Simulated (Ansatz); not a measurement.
A short molecular-dynamics run on `B[SiH](Cl)[SnH3]`.

```yaml
crystal:
  periodic: [false, false, false]
  atoms:
    - {symbol: B, position_ang: [-1.108335, 0.843177, -0.133313]}
    - {symbol: Si, position_ang: [0.658573, 1.439060, 0.062870]}
    - {symbol: Cl, position_ang: [1.615730, 1.789941, 1.831431]}
    - {symbol: Sn, position_ang: [0.059693, -1.347531, -0.071801]}
    - {symbol: H, position_ang: [-1.486294, 0.747615, -1.267350]}
    - {symbol: H, position_ang: [-1.837099, 0.742422, 0.806397]}
    - {symbol: H, position_ang: [1.687691, 1.519259, -1.002123]}
    - {symbol: H, position_ang: [-1.406063, -2.205029, 0.036887]}
    - {symbol: H, position_ang: [1.044711, -1.783587, 1.256178]}
    - {symbol: H, position_ang: [0.854495, -1.796428, -1.516275]}
basis:
  gaussian: {orbitals: def2-SVP}
hamiltonian: {xc: {name: BLYP}, dispersion: d4}
md: {timestep: 0.5 fs, n_steps: 20, ensemble: nvt_langevin, temperature: 300, initial_velocities: maxwell_boltzmann, friction: 0.01, seed: 733}
```

```sh
$ ansatz run in.yaml --threads 4 --pin off --events-out ev --progress --plain --max-ram 10444MiB
```

```
step  time (fs)  potential energy (eV)  kinetic (eV)  T (K)  conserved (eV)
   0        0.0            -26996.2065        0.3490    270               –
   1        0.5            -26996.1909        0.3293    255               –
   2        1.0            -26996.1646        0.2853    221               –
   3        1.5            -26996.1340        0.2437    189               –
   4        2.0            -26996.1072        0.2174    168               –
   5        2.5            -26996.0927        0.1933    150               –
   6        3.0            -26996.0934        0.2132    165               –
   7        3.5            -26996.1065        0.2355    182               –
   8        4.0            -26996.1263        0.2450    190               –
   9        4.5            -26996.1468        0.2739    212               –
  10        5.0            -26996.1625        0.3063    237               –
  11        5.5            -26996.1677        0.3002    232               –
  12        6.0            -26996.1610        0.3068    237               –
  13        6.5            -26996.1439        0.2841    220               –
  14        7.0            -26996.1208        0.2379    184               –
  15        7.5            -26996.0957        0.2025    157               –
  16        8.0            -26996.0723        0.1733    134               –
  17        8.5            -26996.0543        0.1584    123               –
  18        9.0            -26996.0438        0.1531    118               –
  19        9.5            -26996.0414        0.1391    108               –
  20       10.0            -26996.0466        0.1411    109               –
```

Velocities are drawn at the set temperature; a run this short doesn't reach equilibrium.

Frames (Å, forces in eV/Å):

```xyz
10
time=0.0 fs
B    -1.108    0.843   -0.133   -0.073    0.105   -0.015
Si    0.659    1.439    0.063   -0.172    0.288   -0.444
Cl    1.616    1.790    1.831    0.382    0.140    0.723
Sn    0.060   -1.348   -0.072    0.000   -0.100   -0.007
H    -1.486    0.748   -1.267   -0.137    0.003   -0.337
H    -1.837    0.742    0.806   -0.240    0.003    0.295
H     1.688    1.519   -1.002    0.184    0.003   -0.214
H    -1.406   -2.205    0.037   -0.308   -0.227    0.025
H     1.045   -1.784    1.256    0.200   -0.106    0.277
H     0.854   -1.796   -1.516    0.164   -0.111   -0.303
10
time=0.5 fs
B    -1.113    0.842   -0.133    0.144    0.207    0.442
Si    0.659    1.439    0.063   -0.464    0.257   -0.259
Cl    1.615    1.790    1.831    0.394    0.136    0.723
Sn    0.060   -1.347   -0.072    0.012   -0.113   -0.054
H    -1.487    0.758   -1.249   -0.285   -0.050   -0.775
H    -1.838    0.752    0.810   -0.232   -0.022    0.291
H     1.670    1.531   -0.998    0.395    0.012   -0.407
H    -1.404   -2.205    0.042   -0.318   -0.229    0.010
H     1.039   -1.798    1.253    0.220   -0.098    0.293
H     0.858   -1.796   -1.519    0.135   -0.100   -0.264
10
time=1.0 fs
B    -1.117    0.841   -0.133    0.341    0.296    0.912
Si    0.659    1.438    0.062   -0.735    0.223   -0.082
Cl    1.614    1.789    1.831    0.404    0.133    0.721
Sn    0.061   -1.347   -0.072    0.029   -0.129   -0.101
H    -1.488    0.769   -1.233   -0.433   -0.096   -1.209
H    -1.840    0.762    0.814   -0.209   -0.043    0.268
H     1.653    1.542   -0.994    0.590    0.024   -0.589
H    -1.403   -2.206    0.048   -0.327   -0.230   -0.004
H     1.034   -1.814    1.251    0.236   -0.089    0.304
H     0.862   -1.796   -1.522    0.103   -0.088   -0.221
10
time=1.5 fs
B    -1.121    0.841   -0.133    0.502    0.367    1.344
Si    0.659    1.438    0.062   -0.978    0.189    0.078
Cl    1.614    1.789    1.831    0.413    0.129    0.718
Sn    0.061   -1.347   -0.072    0.048   -0.156   -0.154
H    -1.490    0.779   -1.220   -0.561   -0.130   -1.582
H    -1.843    0.769    0.819   -0.172   -0.061    0.225
H     1.638    1.551   -0.992    0.763    0.039   -0.754
H    -1.402   -2.207    0.054   -0.327   -0.227   -0.020
H     1.029   -1.829    1.248    0.248   -0.078    0.310
H     0.867   -1.797   -1.526    0.065   -0.073   -0.166
10
time=2.0 fs
B    -1.125    0.840   -0.133    0.613    0.423    1.665
Si    0.659    1.437    0.062   -1.176    0.160    0.209
Cl    1.614    1.789    1.831    0.420    0.125    0.716
Sn    0.062   -1.347   -0.073    0.068   -0.193   -0.201
H    -1.493    0.788   -1.211   -0.650   -0.152   -1.838
H    -1.847    0.777    0.824   -0.129   -0.078    0.171
H     1.626    1.561   -0.990    0.897    0.052   -0.887
H    -1.401   -2.208    0.060   -0.322   -0.219   -0.036
H     1.024   -1.844    1.247    0.254   -0.063    0.307
H     0.873   -1.799   -1.530    0.025   -0.055   -0.108
10
time=2.5 fs
B    -1.129    0.840   -0.132    0.663    0.465    1.834
Si    0.659    1.437    0.062   -1.297    0.142    0.283
Cl    1.613    1.788    1.831    0.423    0.121    0.710
Sn    0.062   -1.347   -0.073    0.087   -0.236   -0.235
H    -1.497    0.797   -1.207   -0.687   -0.163   -1.938
H    -1.850    0.784    0.829   -0.085   -0.095    0.113
H     1.618    1.571   -0.990    0.967    0.060   -0.956
H    -1.401   -2.210    0.065   -0.312   -0.209   -0.052
H     1.019   -1.860    1.246    0.254   -0.045    0.298
H     0.878   -1.801   -1.533   -0.014   -0.039   -0.056
10
time=3.0 fs
B    -1.133    0.839   -0.132    0.638    0.495    1.851
Si    0.658    1.436    0.062   -1.346    0.138    0.300
Cl    1.613    1.787    1.831    0.423    0.115    0.699
Sn    0.063   -1.347   -0.073    0.103   -0.292   -0.258
H    -1.503    0.806   -1.208   -0.667   -0.167   -1.876
H    -1.855    0.792    0.835   -0.033   -0.112    0.042
H     1.612    1.581   -0.993    0.978    0.059   -0.964
H    -1.402   -2.211    0.071   -0.291   -0.193   -0.069
H     1.014   -1.876    1.247    0.246   -0.022    0.279
H     0.885   -1.803   -1.535   -0.053   -0.021   -0.004
10
time=3.5 fs
B    -1.137    0.839   -0.130    0.546    0.517    1.716
Si    0.657    1.435    0.062   -1.342    0.145    0.275
Cl    1.613    1.787    1.830    0.421    0.110    0.687
Sn    0.063   -1.346   -0.073    0.109   -0.362   -0.266
H    -1.511    0.814   -1.214   -0.590   -0.167   -1.661
H    -1.861    0.800    0.840    0.024   -0.129   -0.029
H     1.607    1.590   -0.998    0.948    0.052   -0.929
H    -1.404   -2.213    0.077   -0.253   -0.167   -0.088
H     1.009   -1.891    1.248    0.230    0.005    0.247
H     0.892   -1.806   -1.537   -0.091   -0.004    0.048
10
time=4.0 fs
B    -1.140    0.840   -0.129    0.410    0.536    1.463
Si    0.656    1.434    0.061   -1.293    0.162    0.213
Cl    1.613    1.786    1.830    0.418    0.105    0.675
Sn    0.064   -1.346   -0.073    0.104   -0.443   -0.258
H    -1.520    0.822   -1.222   -0.473   -0.168   -1.337
H    -1.867    0.808    0.844    0.076   -0.147   -0.093
H     1.606    1.599   -1.003    0.880    0.038   -0.854
H    -1.407   -2.216    0.082   -0.202   -0.133   -0.107
H     1.005   -1.908    1.250    0.205    0.037    0.205
H     0.898   -1.809   -1.539   -0.126    0.012    0.093
10
time=4.5 fs
B    -1.143    0.840   -0.127    0.258    0.555    1.136
Si    0.654    1.433    0.061   -1.204    0.189    0.121
Cl    1.613    1.785    1.830    0.413    0.099    0.661
Sn    0.064   -1.346   -0.074    0.104   -0.535   -0.233
H    -1.529    0.830   -1.234   -0.334   -0.172   -0.954
H    -1.873    0.815    0.848    0.119   -0.164   -0.145
H     1.606    1.608   -1.010    0.780    0.017   -0.744
H    -1.411   -2.218    0.086   -0.142   -0.095   -0.125
H     1.003   -1.925    1.253    0.167    0.077    0.144
H     0.905   -1.812   -1.541   -0.161    0.028    0.138
10
time=5.0 fs
B    -1.147    0.841   -0.125    0.101    0.576    0.743
Si    0.653    1.432    0.061   -1.087    0.225    0.005
Cl    1.613    1.784    1.830    0.406    0.092    0.642
Sn    0.065   -1.346   -0.074    0.109   -0.637   -0.209
H    -1.540    0.839   -1.249   -0.177   -0.179   -0.522
H    -1.878    0.822    0.851    0.146   -0.181   -0.178
H     1.606    1.617   -1.018    0.655   -0.010   -0.608
H    -1.417   -2.220    0.090   -0.074   -0.054   -0.143
H     1.001   -1.940    1.258    0.122    0.120    0.075
H     0.912   -1.815   -1.545   -0.202    0.047    0.196
10
time=5.5 fs
B    -1.150    0.841   -0.123   -0.045    0.599    0.338
Si    0.651    1.431    0.061   -0.956    0.267   -0.125
Cl    1.613    1.783    1.830    0.398    0.085    0.623
Sn    0.066   -1.346   -0.074    0.110   -0.739   -0.191
H    -1.551    0.847   -1.265   -0.020   -0.190   -0.089
H    -1.882    0.828    0.854    0.162   -0.197   -0.201
H     1.608    1.628   -1.027    0.518   -0.042   -0.457
H    -1.422   -2.223    0.095   -0.002   -0.012   -0.162
H     0.998   -1.955    1.263    0.080    0.161    0.007
H     0.919   -1.819   -1.548   -0.245    0.067    0.257
10
time=6.0 fs
B    -1.153    0.842   -0.120   -0.169    0.623   -0.050
Si    0.650    1.429    0.061   -0.819    0.315   -0.263
Cl    1.613    1.782    1.830    0.389    0.079    0.607
Sn    0.067   -1.346   -0.074    0.105   -0.839   -0.161
H    -1.562    0.854   -1.281    0.127   -0.204    0.313
H    -1.886    0.835    0.857    0.166   -0.213   -0.210
H     1.611    1.639   -1.036    0.375   -0.078   -0.302
H    -1.429   -2.225    0.098    0.072    0.031   -0.179
H     0.997   -1.969    1.269    0.034    0.203   -0.066
H     0.926   -1.822   -1.552   -0.281    0.084    0.311
10
time=6.5 fs
B    -1.157    0.843   -0.118   -0.267    0.647   -0.398
Si    0.648    1.428    0.060   -0.680    0.365   -0.401
Cl    1.613    1.781    1.830    0.380    0.072    0.590
Sn    0.068   -1.346   -0.075    0.098   -0.929   -0.121
H    -1.572    0.860   -1.297    0.255   -0.219    0.666
H    -1.888    0.841    0.859    0.162   -0.229   -0.210
H     1.614    1.650   -1.045    0.232   -0.118   -0.145
H    -1.436   -2.226    0.101    0.139    0.069   -0.193
H     0.995   -1.981    1.276   -0.011    0.244   -0.141
H     0.929   -1.826   -1.556   -0.308    0.097    0.353
10
time=7.0 fs
B    -1.160    0.844   -0.116   -0.330    0.668   -0.683
Si    0.647    1.427    0.060   -0.545    0.414   -0.538
Cl    1.613    1.780    1.830    0.369    0.065    0.571
Sn    0.068   -1.346   -0.075    0.092   -1.000   -0.076
H    -1.583    0.866   -1.310    0.357   -0.233    0.947
H    -1.890    0.845    0.862    0.149   -0.241   -0.201
H     1.618    1.662   -1.055    0.091   -0.159    0.009
H    -1.441   -2.226    0.103    0.192    0.098   -0.203
H     0.994   -1.992    1.283   -0.052    0.281   -0.209
H     0.930   -1.829   -1.559   -0.324    0.106    0.382
10
time=7.5 fs
B    -1.164    0.845   -0.115   -0.359    0.686   -0.917
Si    0.645    1.425    0.060   -0.415    0.464   -0.669
Cl    1.612    1.780    1.831    0.358    0.058    0.555
Sn    0.069   -1.347   -0.075    0.085   -1.053   -0.031
H    -1.592    0.870   -1.322    0.436   -0.244    1.159
H    -1.890    0.849    0.863    0.122   -0.251   -0.173
H     1.623    1.673   -1.064   -0.044   -0.201    0.156
H    -1.446   -2.225    0.105    0.232    0.119   -0.210
H     0.993   -2.002    1.288   -0.086    0.313   -0.268
H     0.930   -1.831   -1.561   -0.330    0.109    0.398
10
time=8.0 fs
B    -1.167    0.846   -0.114   -0.351    0.701   -1.112
Si    0.643    1.424    0.060   -0.299    0.512   -0.781
Cl    1.612    1.779    1.831    0.345    0.051    0.537
Sn    0.070   -1.347   -0.075    0.082   -1.088    0.006
H    -1.599    0.874   -1.330    0.492   -0.253    1.309
H    -1.889    0.853    0.863    0.075   -0.260   -0.119
H     1.626    1.685   -1.072   -0.159   -0.241    0.283
H    -1.450   -2.222    0.105    0.256    0.132   -0.213
H     0.993   -2.010    1.292   -0.112    0.336   -0.312
H     0.927   -1.832   -1.563   -0.329    0.110    0.403
10
time=8.5 fs
B    -1.171    0.848   -0.113   -0.311    0.714   -1.260
Si    0.641    1.423    0.060   -0.206    0.553   -0.872
Cl    1.612    1.778    1.831    0.332    0.044    0.517
Sn    0.071   -1.347   -0.076    0.082   -1.107    0.039
H    -1.606    0.875   -1.335    0.526   -0.258    1.396
H    -1.888    0.856    0.862    0.016   -0.269   -0.050
H     1.628    1.696   -1.079   -0.251   -0.277    0.388
H    -1.452   -2.219    0.105    0.266    0.136   -0.213
H     0.993   -2.017    1.294   -0.131    0.354   -0.345
H     0.923   -1.834   -1.565   -0.323    0.109    0.399
10
time=9.0 fs
B    -1.175    0.849   -0.113   -0.251    0.725   -1.339
Si    0.639    1.422    0.060   -0.136    0.587   -0.945
Cl    1.612    1.778    1.832    0.320    0.038    0.495
Sn    0.072   -1.348   -0.076    0.089   -1.108    0.080
H    -1.611    0.876   -1.336    0.535   -0.260    1.419
H    -1.887    0.859    0.861   -0.035   -0.276    0.013
H     1.628    1.707   -1.087   -0.326   -0.309    0.479
H    -1.454   -2.215    0.104    0.262    0.132   -0.211
H     0.993   -2.023    1.297   -0.148    0.368   -0.374
H     0.919   -1.835   -1.565   -0.309    0.103    0.383
10
time=9.5 fs
B    -1.179    0.850   -0.113   -0.173    0.735   -1.362
Si    0.637    1.421    0.060   -0.089    0.615   -0.999
Cl    1.611    1.777    1.832    0.308    0.032    0.472
Sn    0.072   -1.348   -0.076    0.108   -1.092    0.123
H    -1.613    0.876   -1.334    0.521   -0.260    1.385
H    -1.887    0.861    0.860   -0.084   -0.281    0.075
H     1.626    1.716   -1.094   -0.381   -0.337    0.552
H    -1.453   -2.210    0.102    0.239    0.117   -0.205
H     0.992   -2.027    1.299   -0.162    0.379   -0.401
H     0.914   -1.835   -1.565   -0.289    0.092    0.359
10
time=10.0 fs
B    -1.182    0.852   -0.114   -0.096    0.740   -1.324
Si    0.636    1.420    0.059   -0.061    0.634   -1.028
Cl    1.611    1.777    1.833    0.297    0.026    0.448
Sn    0.073   -1.349   -0.077    0.136   -1.061    0.164
H    -1.614    0.875   -1.329    0.491   -0.257    1.303
H    -1.888    0.861    0.858   -0.119   -0.285    0.125
H     1.622    1.726   -1.100   -0.414   -0.359    0.602
H    -1.452   -2.205    0.100    0.202    0.096   -0.199
H     0.992   -2.030    1.302   -0.171    0.386   -0.421
H     0.909   -1.834   -1.565   -0.265    0.080    0.329
```

Run time 20 s (4 threads of an Arm Neoverse V2 on a shared host); peak host memory 0.15 GiB.
